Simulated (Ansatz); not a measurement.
(HMg-mu-Br)2 (Mg2H2Br2), relaxed as a singlet with RKS PBE-D4/def2-SVP in Ansatz, starting from the GFN2-xTB geometry. Force threshold 0.02 eV/Å.

Start:

Cartesian coordinates in Å:
```
Mg -1.0596 0.5420 1.3379
H -1.9821 0.9994 2.5086
Br -1.4203 -0.1039 -1.0793
Mg 1.0594 -0.5352 -1.3403
H 1.9801 -1.0306 -2.4994
Br 1.4225 0.1282 1.0725
```

```json
{"step": "1", "energy (eV)": "-150969.6199", "largest force component (eV/Å)": "1.316", "SCF passes": "16"}
{"step": "2", "energy (eV)": "-150969.8219", "largest force component (eV/Å)": "0.359", "SCF passes": "17"}
{"step": "3", "energy (eV)": "-150969.8789", "largest force component (eV/Å)": "0.100", "SCF passes": "18"}
{"step": "4", "energy (eV)": "-150969.8819", "largest force component (eV/Å)": "0.014", "SCF passes": "20"}
```

Force components are those of the run's own axes.

End:

```csv
atom,x (Å),y (Å),z (Å)
Mg1,-1.036,0.530,1.309
H2,-2.040,1.035,2.580
Br3,-1.502,-0.115,-1.141
Mg4,1.036,-0.530,-1.309
H5,2.038,-1.051,-2.575
Br6,1.504,0.131,1.137
```

By distances, no bond broke or formed. The bond that changes most is Mg1–H2, from 1.56 to 1.70 Å (atoms count from 1).

No frequencies were taken in this run, so the end may be a saddle point.

Run time 3.5 s (4 threads of Arm Neoverse V2 on a shared host).
